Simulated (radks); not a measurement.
Task: The mean radii <r> (bohr) of the occupied orbitals of an atom or ion are listed with their occupations. All-electron calculation, scalar-relativistic Kohn-Sham, PBE, spin-unpolarised, spherical densities, point nucleus. Program: a radial shooting solver on a logarithmic mesh with Libxc functionals.

orbital  occ.      <r>
1s          2  0.05374
2s          2   0.2234

Name the element and its charge.

Result: Z = 28, nickel, charge +24: Ni24+ in [He] 2s2. The 1s radius gives Z: for a bare nucleus <r> = (2 gamma + 1)/(2Z) with gamma = sqrt(1 - (Z/c)^2), 0.05282 bohr for Z = 28, and screening makes it slightly larger (0.05374 here). The occupations add up to 4, and the charge is Z minus that.
